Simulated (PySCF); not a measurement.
# How methods differ on the ionisation energy of Se

Se [Ar] 3d10 4s2 4p4 (3P) → Se⁺ [Ar] 3d10 4s2 4p3 (4S), as a difference of total energies. Calculation: PySCF 2.14, in pcseg-2 (6s5p3d1f, 43 functions); no relativity, point nucleus. Correlated levels: valence: [Ar] 3d10 frozen. The calculations carry no spin-orbit coupling.

| method | ionisation energy (eV) | difference from reference (eV) |
| --- | --- | --- |
| UHF | 8.595 | -1.040 |
| PBE0 | 9.683 | +0.048 |
| PBE | 9.690 | +0.055 |
| MP2 (valence) | 9.252 | -0.383 |
| SCS-MP2 (valence) | 9.315 | -0.320 |
| CCSD (valence) | 9.364 | -0.271 |
| CCSD(T) (valence) | 9.391 | -0.244 |

Reference: 9.635 eV (measured; NIST levels, between the centres of gravity of the two terms).

These non-relativistic numbers lack the scalar-relativistic shift.

Errors of the correlated levels include the incompleteness of this basis and the frozen core.
